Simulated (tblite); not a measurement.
Compound: C₇H₁₃P.
Geometry (GFN2-xTB, Å), atoms numbered from 1 in this order:
```
atom  x, y, z in Å
C1     2.6160    0.0163    1.7394
C2     2.2075   -0.6906    0.5192
C3     2.5279   -1.0571   -0.6967
P4     0.8544   -1.6709   -0.2567
C5    -0.2277   -0.3032   -0.9760
C6    -1.5600   -0.1707   -0.2365
C7    -1.3276    0.2669    1.2060
C8    -2.4734    0.8189   -0.9568
H9     2.5449   -0.6501    2.5986
H10    1.9511    0.8612    1.9195
H11    3.6396    0.3795    1.6484
H12    3.2894   -1.0392   -1.4438
H13    0.3203    0.6438   -0.9567
H14   -0.4171   -0.5618   -2.0234
H15   -2.0459   -1.1538   -0.2265
H16   -0.8482    1.2444    1.2313
H17   -0.6867   -0.4505    1.7169
H18   -2.2696    0.3314    1.7459
H19   -2.0068    1.8015   -1.0008
H20   -3.4223    0.9123   -0.4330
H21   -2.6745    0.4886   -1.9736
```

Computed with GFN2-xTB (tblite): harmonic, unscaled wavenumbers at the GFN2-xTB geometry, gas phase. Errors from tens to a few hundred cm⁻¹ against measured bands are possible. One conformer, not necessarily the lowest.

Harmonic wavenumbers (cm⁻¹): 43.4, 61.4, 92.8, 133.0, 164.7, 212.6, 247.5, 262.5, 266.1, 323.6, 367.1, 402.0, 435.1, 587.9, 662.9, 724.3, 731.7, 813.7, 879.9, 893.6, 947.6, 981.5, 984.4, 985.2, 1008.9, 1047.2, 1081.5, 1129.3, 1181.2, 1211.3, 1224.7, 1322.7, 1332.3, 1383.5, 1404.2, 1418.4, 1447.5, 1455.2, 1463.6, 1494.1, 1498.3, 1505.3, 1507.6, 1786.8, 2916.7, 2927.2, 2936.5, 2997.0, 3001.2, 3010.7, 3011.4, 3015.5, 3023.2, 3027.1, 3033.4, 3035.1, 3157.5.

A = 2905, B = 1004, C = 854.6 MHz; mass 128.075 u (most abundant isotopes); point group C1, symmetry number 1.

**Question.** Zero-point energy?

**Answer.** Half the sum of the wavenumbers: 39100 cm⁻¹ = 111.79 kcal/mol.

**Question.** Entropy at 200 K, 1 bar (ideal gas, RRHO, classical rotation)?

**Answer.** Translation 38.50, rotation 28.06, vibration 21.71: S = 88.3 cal/(mol K).

**Question.** And Cp and H(200 K) − H(0)?

**Answer.** Cp = 30.67 cal/(mol K), of which vibrations give 22.72 (their classical limit is 57 R = 113.3); H(200 K) − H(0) = 3.95 kcal/mol without the zero-point energy, 2.36 from vibrations.

**Question.** Blend soft modes into free rotors: weight 1/[1 + (100 cm⁻¹/ν̃)⁴] for the oscillator and the rest for a rotor with moment μB/(μ + B), μ = h/(8π²ν), B = 10⁻⁴⁴ kg m². What vibrational entropy results?

**Answer.** 20.05 cal/(mol K) in place of 21.71, which changes −T·S at 200 K by +0.33 kcal/mol.

**Question.** How do the functions run with temperature in this model?

**Answer.** 
```csv
T (K),S (cal/(mol K)),Cp (cal/(mol K)),H − H(0) (kcal/mol),G − H(0) (kcal/mol),ln q(vib)
100,70.8,20.4,1.38,-5.71,2.01
300,102.6,40.8,7.51,-23.26,7.91
500,128.1,60.0,17.67,-46.38,13.53
800,161.0,79.8,38.89,-89.90,21.51
1000,179.8,88.7,55.78,-124.01,26.48
```

q(vib) and H(0) count from the zero-point level.

**Question.** Which modes carry the vibrational entropy at 200 K?

**Answer.** 43.4 cm⁻¹: 4.31; 61.4 cm⁻¹: 3.63; 92.8 cm⁻¹: 2.83; 133.0 cm⁻¹: 2.15; 164.7 cm⁻¹: 1.76; 212.6 cm⁻¹: 1.33 cal/(mol K); the other 51 give 5.72 together.

Hindered rotation and anharmonicity are outside this model. Other conformers, if any are populated, would add a mixing term that is left out. The structure is chiral; the term R ln 2 for an equal mix with its mirror image is left out.
